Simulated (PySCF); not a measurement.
Partial charges of SiEt2(NMe2)2

Compound: SiEt2(NMe2)2, C8H22N2Si.
Cartesian coordinates in Å at the PBE0-D3(BJ)/def2-SVP level; atoms count from 1:
```
atom  x, y, z in Å
Si1    0.0787    0.0016    0.0603
C2     0.0848    0.0478    1.9483
C3     0.6932    1.3441    2.4802
H4     0.6278   -0.8235    2.3537
H5    -0.9572   -0.0537    2.2998
H6     0.6707    1.3943    3.5803
H7     1.7455    1.4552    2.1725
H8     0.1518    2.2245    2.0985
C9     1.8526   -0.0033   -0.5866
C10    2.5983   -1.2783   -0.1977
H11    2.3988    0.8838   -0.2216
H12    1.8187    0.0957   -1.6861
H13    3.6213   -1.3030   -0.6057
H14    2.6832   -1.3820    0.8961
H15    2.0741   -2.1748   -0.5656
N16   -0.7392    1.3795   -0.6297
C17   -2.1554    1.5363   -0.4271
C18   -0.0929    2.5496   -1.1565
H19   -2.3998    2.3177    0.3227
H20   -2.5963    0.5871   -0.0863
H21   -2.6682    1.8198   -1.3671
H22    0.9782    2.3705   -1.3232
H23   -0.5319    2.8497   -2.1287
H24   -0.1802    3.4276   -0.4826
N25   -0.8064   -1.4141   -0.4427
C26   -1.0807   -2.5616    0.3776
C27   -1.0691   -1.6211   -1.8429
H28   -2.1360   -2.8842    0.2774
H29   -0.9065   -2.3400    1.4395
H30   -0.4519   -3.4373    0.1137
H31   -0.9084   -0.6856   -2.4003
H32   -0.4230   -2.4042   -2.2914
H33   -2.1188   -1.9302   -2.0146
```

Density: PBE0/pcSseg-1 (PySCF); schemes: Mulliken, IAO, Hirshfeld and ESP-fitted. Geometry: PBE0-D3(BJ)/def2-SVP, one conformer, isolated molecule.

Atoms with like bonding are taken together and averaged. Do the Mulliken, IAO, Hirshfeld and ESP-fitted schemes agree on where the charge is lowest?

The schemes don't all agree: Mulliken N16/N25 (-0.828); IAO C2/C9 (-0.558); Hirshfeld N16/N25 (-0.170); ESP-fitted C3/C10 (-0.439).

For which atoms does the sign change between the 4 schemes (beyond +0.03 e in one, beyond −0.03 e in another)?

C2/C9. Atomic charges aren't observables, and each scheme defines them in its own way.

At which atom do the 4 schemes differ most?

At Si1: from +0.434 (Hirshfeld) to +1.314 e (Mulliken), 0.880 e apart.

Tabulate the Mulliken, IAO, Hirshfeld and ESP-fitted charges.

In e; atoms taken as equivalent share a row and are averaged (×n: the atom named and its like, n in all):

```
           atom                     environment  Mulliken     IAO  Hirshfeld  ESP-fitted
            Si1   silicon bonded to 2 C and 2 N    +1.314  +1.234     +0.434      +0.591
          C2/C9  carbon bonded to C, Si and 2 H    -0.625  -0.558     -0.165      +0.034
         C3/C10      carbon bonded to C and 3 H    -0.294  -0.396     -0.115      -0.439
  H4/H5/H11/H12                  hydrogen on C2    +0.138  +0.136     +0.033      +0.006
        H6 (×6)                  hydrogen on C3    +0.119  +0.133     +0.036      +0.101
        N16/N25   nitrogen bonded to 2 C and Si    -0.828  -0.503     -0.170      -0.177
C17/C18/C26/C27      carbon bonded to N and 3 H    -0.089  -0.286     -0.070      -0.249
      H19 (×12)                 hydrogen on C17    +0.106  +0.124     +0.033      +0.078
```

Mean size of the charges over all atoms: IAO 0.246 e, Mulliken 0.233 e, ESP-fitted 0.135 e, Hirshfeld 0.072 e. Each set sums to the total charge, 0, to within 0.001 e. The Hirshfeld scheme divides the density at each point in proportion to the densities of the neutral, spherically averaged free atoms. The Mulliken scheme gives each basis function's population to the atom it is centred on and halves the overlap population of two atoms between them.

Some averages cover members that differ in this geometry: H19 (×12), ESP-fitted +0.054 to +0.098; C17/C18/C26/C27, ESP-fitted -0.273 to -0.232; C2/C9, ESP-fitted +0.017 to +0.052; H19 (×12), IAO +0.110 to +0.142 e.

How closely do the schemes follow one another over all atoms?

Correlation coefficient and root-mean-square difference: IAO with Hirshfeld 0.99, 0.228 e; Mulliken with Hirshfeld 0.97, 0.263 e; Mulliken with IAO 0.95, 0.111 e; IAO with ESP-fitted 0.82, 0.209 e; Hirshfeld with ESP-fitted 0.80, 0.123 e; Mulliken with ESP-fitted 0.68, 0.274 e.

Sum the charges by element, for elements with more than one atom.

```
element  atoms  Mulliken     IAO  Hirshfeld  ESP-fitted
      C      8    -2.195  -3.052     -0.841      -1.805
      H     22    +2.536  +2.824     +0.746      +1.569
      N      2    -1.655  -1.006     -0.340      -0.355
```

How many electrons does the Hirshfeld scheme count on C27?

Its own charge is -0.071 e, so Z − q = 6.071.
